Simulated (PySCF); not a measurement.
C3H3F4, SMILES F[C](F)CC(F)F (connectivity only; charge and spin as stated), charge +1, multiplicity 1.

Geometry: PBE0-D3(BJ)/def2-SVP. The multiplicity is an assumed one; no other spin state was optimised. The isomer is the one that the SMILES or the coordinates give; other isomers of the formula were not compared. Other conformers were not sampled.

Two levels are set side by side: PBE/def2-TZVP (PySCF) and B3LYP/def2-TZVP (PySCF). Same geometry, gas phase. Differences are taken from unrounded values.

```csv
quantity,B3LYP
orbital gap (eV),5.40
highest occupied level (eV),-15.32
lowest empty level (eV),-9.92
mean polarisability (bohr³),38.0
```

Question: What does PBE give, and how far is it from B3LYP? (Estimate from the structure and the level; the computed values follow.)

Answer: 
```csv
quantity,PBE,PBE minus B3LYP
orbital gap (eV),3.35,-2.05
highest occupied level (eV),-13.87,1.44
lowest empty level (eV),-10.52,-0.60
mean polarisability (bohr³),40.4,2.4
```

PBE's occupied levels lie high since its potential decays too fast outside the molecule; exact exchange lowers them and widens the gap. Loosely held outer electrons make PBE densities more polarisable. Differences between two approximate levels are no errors against the true value.

Rough cost on one machine, each run with all the roots and properties that it gave: B3LYP against PBE within a factor of 2.
